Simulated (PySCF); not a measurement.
Bonds (- single, = double, # triple, : aromatic): C1=C2, C2-C3, C3:C4, C4:C5, C5:C6, C6-C7, C6:C8, C8:P9, P9:C3. C1 carries H10, H11; C2 carries H12; C4 carries H13; C5 carries H14; C7 carries H15, H16, H17; C8 carries H18. H11 is cis to C3; H10 is trans to C3.

Theoretical values (PySCF 2.14): HF/pcSseg-1 with gauge-including orbitals, PBE0-D3(BJ)/def2-SVP geometry. A single conformation, averaged over atoms made equivalent by symmetry, fast rotation or ring inversion, isolated molecule, non-relativistic.

**Question.** Predict the 2D correlation tables (HSQC, COSY, HMBC).

**Answer.** 

HSQC (one-bond C–H):
```
                δH          δC
        8.63 (H13)  138.0 (C4)
        8.60 (H18)  167.0 (C8)
        7.55 (H14)  138.2 (C5)
        7.05 (H12)  144.8 (C2)
        6.29 (H11)  116.5 (C1)
        5.50 (H10)  116.5 (C1)
2.55 (H15/H16/H17)   23.8 (C7)
```

COSY cross peaks (H two or three bonds apart, from the bond graph; peaks can be absent where the dihedral angle is near 90°):
```
        δH          δH
8.63 (H13)  7.55 (H14)
7.05 (H12)  6.29 (H11)
7.05 (H12)  5.50 (H10)
6.29 (H11)  5.50 (H10)
```

HMBC (two and three bonds, from the bond graph):
```
                δH                                                         δC
        8.63 (H13)             177.7 (C3), 152.5 (C6), 144.8 (C2), 138.2 (C5)
        8.60 (H18)              177.7 (C3), 152.5 (C6), 138.2 (C5), 23.8 (C7)
        7.55 (H14)  177.7 (C3), 167.0 (C8), 152.5 (C6), 138.0 (C4), 23.8 (C7)
        7.05 (H12)                         177.7 (C3), 138.0 (C4), 116.5 (C1)
        6.29 (H11)                                     177.7 (C3), 144.8 (C2)
        5.50 (H10)                                     177.7 (C3), 144.8 (C2)
2.55 (H15/H16/H17)                         167.0 (C8), 152.5 (C6), 138.2 (C5)
```

Referencing at the same level of theory: TMS for ¹H (31.69 ppm), ¹³C (190.85 ppm).

Short H···H contacts in this conformer between protons four or more bonds apart (candidates for NOE cross peaks, intensity ∝ r⁻⁶): H11···H13 2.12 Å, H14···H16 2.41 Å, H17···H18 2.43 Å.

Shifts are as computed. Against solution values, carbons near 30 ppm lie about -0 ppm off and those near 130 ppm about +7 ppm. Of 1211 compounds with measured shifts, 218 miss one by over three times the rms of a fit or turn the order of signals round; such compounds aren't used in these exercises.
